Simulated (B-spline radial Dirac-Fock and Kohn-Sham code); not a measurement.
What relativity does to the binding energies of Nb²⁵⁺

System: niobium as Nb²⁵⁺, [Ne] 3s2 3p4.

Both columns are ΔSCF binding energies of the configuration average from an atomic code on a B-spline grid: non-relativistic Hartree-Fock with a point nucleus, and Dirac-Fock with a finite nucleus and the Coulomb interaction alone, averaged over the two j levels with weights 2j+1.

```
shell  Hartree-Fock (eV)  Dirac-Fock (eV)  shift (eV)  shift (%)
   1s            19774.8          20225.2     +450.45      +2.28
   2s             3743.7           3855.2     +111.50      +2.98
   3s             1365.9           1395.7      +29.78      +2.18
   3p             1290.4           1301.5      +11.09      +0.86
```

Relativity binds 1s, 2s, 3s, 3p more strongly, among those listed most of all 2s in relative terms.

Values without a named source are computed, but for edge energies of neutral atoms, which are taken from tables.
